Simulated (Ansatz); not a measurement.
`F[SiH]1CO1` + HCl → `Cl[SiH]1CO1` + H–F at 600 K and 1 bar (ligand exchange at the Si–F bond).

Calculated with Ansatz (gas phase, PBE0-D4/def2-TZVP geometries, no zero-point term in ΔE). CCSD(T)/CBS adds triple-zeta CCSD(T) − MP2 to the extrapolated MP2 energy (def2 sets, frozen cores). This one scheme is used for every species.

```
      species  CCSD(T)/CBS energy (Eh)  H − E (kJ/mol)  S (J/(mol·K))
 `F[SiH]1CO1`               -503.94479           152.2          347.1
          HCl               -460.38127            35.4          207.2
`Cl[SiH]1CO1`               -863.91561           150.7          361.5
          H–F               -100.39570            42.3          194.0
```

H − E and S are ideal-gas, rigid-rotor, harmonic terms from PBE0-D4/def2-TZVP, for one conformer and one mirror image of each species. 1 Eh = 2625.50 kJ/mol, R = 8.31446 J/(mol·K).

Q: By hand: ΔE, ΔH, ΔS and ΔG.

A: ΔE = (-863.91561) + (-100.39570) − (-503.94479) − (-460.38127) = 0.01475 Eh = 38.7 kJ/mol. Δ(H − E) = 150.7 + 42.3 − 152.2 − 35.4 = 5.4, so ΔH = 44.1 kJ/mol. ΔS = 361.5 + 194.0 − 347.1 − 207.2 = 1.2 J/(mol·K). ΔG = 44.1 − 600 × (1.2)/1000 = 43.4 kJ/mol.

Q: By hand: the equilibrium constant, and the temperature at which ΔG would vanish if ΔH and ΔS stayed fixed.

A: log₁₀ K = −ΔG/(RT ln 10) = -3.8. ΔG = 0 at ΔH/ΔS = 36750 K, far beyond where these terms or the molecules hold.

The number of gas molecules stays the same, so ΔS is small and ΔH decides. A doubt of 5 kJ/mol in ΔE shifts log₁₀ K by 0.4 here. Other conformers and mirror images would add mixing entropy, several J/(mol·K) or more a flexible species. These are equilibria of isolated gas molecules and say nothing of rates. Largest T1 diagnostic: 0.013 (customary marks: 0.02 for closed shells, 0.045 for open ones).
